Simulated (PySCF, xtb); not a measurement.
C₆H₁₄S₂, SMILES S(C)CCCCSC.

xtb with GFN2-xTB at its own geometry gives an orbital gap of 4.20 eV and a dipole moment of 0.00 D.

The structure is a stationary point at B3LYP-D3(BJ)/def2-SVP. The values are those of a single conformer.

### Question
What does r2SCAN/def2-SVP (PySCF) give? (An estimate is asked for; the answer gives what the named calculation found.)

### Answer
gap 5.69 eV (levels -5.17 and 0.52 eV), dipole 0.00 D.
